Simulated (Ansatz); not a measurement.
`O[Si](F)(Cl)O[SiH3]`, charge 0, multiplicity 1.

**Question.** Give a relaxed structure at PBE0-D4/def2-TZVP (the Gaussian-basis code of Ansatz). (Estimate.)

**Answer.** The calculation gave: 
```xyz
10

O     2.0813   -1.4112   -0.2912
Si    0.5992   -0.9190   -0.6982
F     0.5526   -0.5053   -2.2252
Cl   -0.6485   -2.4894   -0.4492
O     0.1312    0.3473    0.1690
Si   -1.1082    1.2352    0.7884
H     2.7783   -0.7574   -0.2163
H    -2.1260    0.3302    1.3753
H    -0.5413    2.1169    1.8353
H    -1.7187    2.0527   -0.2879
```
This is one stationary point; other conformers may exist.
